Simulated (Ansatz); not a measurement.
Reaction (ligand exchange at the Si–C bond): `[SiH3]C[SiH2]P` + `[NH2][SbH][OH]` → `[OH][SbH][NH][SiH3]` + `C[SiH2]P`

Calculated with Ansatz (gas phase, PBE0-D4/def2-TZVP geometries, no zero-point term in ΔE). CCSD(T)/CBS adds triple-zeta CCSD(T) − MP2 to the extrapolated MP2 energy (def2 sets, frozen cores). Functionals use def2-TZVPP. B3LYP here is the variant with VWN-RPA as its local correlation; programs differ in this. def2 core potentials past Kr. For Sb outer-core shells are correlated without core-valence functions, which leaves a few kJ/mol of doubt a bond. Each species was taken in one conformer, which may not be the lowest.

```json
{"level": "PBE-D4", "ΔE (kJ/mol)": "-50.1", "difference from CCSD(T)/CBS": "7.9"}
{"level": "PBE0-D4", "ΔE (kJ/mol)": "-52.3", "difference from CCSD(T)/CBS": "5.7"}
{"level": "B3LYP-D4", "ΔE (kJ/mol)": "-59.8", "difference from CCSD(T)/CBS": "-1.8"}
{"level": "ωB97X-V", "ΔE (kJ/mol)": "-56.8", "difference from CCSD(T)/CBS": "1.2"}
{"level": "ωB97M-V", "ΔE (kJ/mol)": "-56.4", "difference from CCSD(T)/CBS": "1.6"}
{"level": "r2SCAN", "ΔE (kJ/mol)": "-55.7", "difference from CCSD(T)/CBS": "2.3"}
{"level": "PBE0", "ΔE (kJ/mol)": "-51.9", "difference from CCSD(T)/CBS": "6.1"}
{"level": "B3LYP", "ΔE (kJ/mol)": "-58.9", "difference from CCSD(T)/CBS": "-0.9"}
{"level": "HF/def2-TZVPP", "ΔE (kJ/mol)": "-66.8", "difference from CCSD(T)/CBS": "-8.8"}
{"level": "SCS-MP2/def2-TZVPP", "ΔE (kJ/mol)": "-62.8", "difference from CCSD(T)/CBS": "-4.8"}
{"level": "CCSD/def2-TZVPP", "ΔE (kJ/mol)": "-59.8", "difference from CCSD(T)/CBS": "-1.8"}
{"level": "CCSD(T)/def2-TZVPP", "ΔE (kJ/mol)": "-58.8", "difference from CCSD(T)/CBS": "-0.8"}
{"level": "HF/def2-QZVPP", "ΔE (kJ/mol)": "-67.4", "difference from CCSD(T)/CBS": "-9.4"}
{"level": "MP2/def2-QZVPP", "ΔE (kJ/mol)": "-60.9", "difference from CCSD(T)/CBS": "-2.9"}
{"level": "MP2/CBS(def2)", "ΔE (kJ/mol)": "-60.4", "difference from CCSD(T)/CBS": "-2.4"}
{"level": "CCSD/CBS(def2)", "ΔE (kJ/mol)": "-58.9", "difference from CCSD(T)/CBS": "-0.9"}
{"level": "CCSD(T)/CBS", "ΔE (kJ/mol)": "-58.0", "difference from CCSD(T)/CBS": "0"}
```

Largest T1 diagnostic among the species: 0.014.

In def2-TZVPP, CCSD(T) changes the Hartree–Fock value by +7.9 kJ/mol (the triples alone add +0.9 kJ/mol) and MP2 by +5.6 kJ/mol.

CCSD(T)/CBS has its own doubt, a few kJ/mol and more with outer-core shells, so smaller differences from it don't rank the levels.
